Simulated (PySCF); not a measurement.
Compound: C₆H₁₂FNSi₂.
Structure used (GFN2-xTB), in Å, numbered top down from 1:
```xyz
22
C6H12FNSi2 angstrom
C     -1.782    2.006   -0.425
C     -1.753    0.688   -0.267
C     -2.474   -0.228   -1.213
Si    -0.774   -0.115    1.140
C     -1.748   -1.620    1.680
N     -2.356   -2.539    1.996
C      0.887   -0.791    0.472
C      1.751    0.317   -0.112
F      1.937    1.296    0.867
Si     3.483   -0.267   -0.712
H     -1.268    2.672    0.247
H     -2.323    2.474   -1.234
H     -1.773   -0.914   -1.690
H     -3.199   -0.832   -0.669
H     -2.993    0.335   -1.986
H     -0.604    0.749    2.308
H      0.723   -1.538   -0.306
H      1.437   -1.284    1.275
H      1.204    0.831   -0.913
H      4.094   -1.040    0.368
H      4.271    0.918   -1.036
H      3.248   -1.101   -1.893
```

Computed at PBE0/pcSseg-1 (PySCF, non-relativistic), with Q(14N) = 0.02044 b: N6, 14N (I = 1): χzz = -5.544 MHz, η = 0.019.

**Question.** Where would the pure quadrupole (NQR) lines of 14N at N6 fall for the rigid, isolated species?

**Answer.** From ν± = (3/4)|χ|(1 ± η/3) and ν0 = |χ|η/2: ν+ 4.184 MHz, ν− 4.131 MHz, ν0 0.053 MHz (cyano nitrogen).

In a crystal, neighbours and librations shift these lines. GFN2-xTB bond lengths can be off by several hundredths of an ångström, more for odd bonds, and the gradients follow them. The small basis limits the accuracy of the gradients.

The run behind these numbers computed NMR shieldings as well. The run took 3.5 min wall, 2.8 min CPU (with the writing of density and orbital grids) on one thread, AMD EPYC (x86_64), shared host with 64 logical CPUs at a one-minute load of 52, and the process peaked at 1.1 GiB of memory.

One conformer stands for the species.
